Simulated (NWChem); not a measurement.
# H3SO4 cation; SMILES O=S(=O)(O)[OH2+]

```xyz
8

O     -1.5232     0.3680     0.1498
S     -0.0819     0.3328     0.1586
O      0.8602     0.4968     1.2446
O      0.4612     0.7536    -1.2683
O      0.2640    -1.6775    -0.2010
H      1.4473     0.8731    -1.2679
H      0.4116    -2.1761     0.6387
H     -0.4816    -2.1184    -0.6755
```
Atoms are numbered in this order, from 1.

Program: NWChem. Coordinates come from a PBE-D3(BJ)/def2-SVP optimisation. COSMO at M06-2X/def2-SVP, default radii, gas-phase geometry; f = (ε − 1)/ε scales the surface charges.

| row | f | electrostatic solvation energy (kcal/mol) |
|---|---|---|
| ε = 1.5 | 0.3333 | -25.51 |
| ε = 2.4 | 0.5833 | withheld |
| ε = 4.8 | 0.7917 | -61.25 |
| ε = 37.5 | 0.9733 | -75.67 |
| ε = 46.7 | 0.9786 | -76.09 |

### Question
Fit a straight line of the last column on the one before it, predict the withheld value, and compare with the run.

### Answer

1. Means of the 4 shown rows: x = 0.76923, y = -59.630. Slope Σ(x − x̄)(y − ȳ)/Σ(x − x̄)² = -21.63/0.2760 = -78.36; intercept 0.646.
2. The shown rows scatter about the line by 0.082 (root mean square); the largest residual is +0.14, at ε = 4.8.
3. At x = 0.5833 (ε = 2.4; inside the shown range) the line gives -45.06.
4. The run gives -44.90, +0.16 from the line, 2.0 times the scatter.
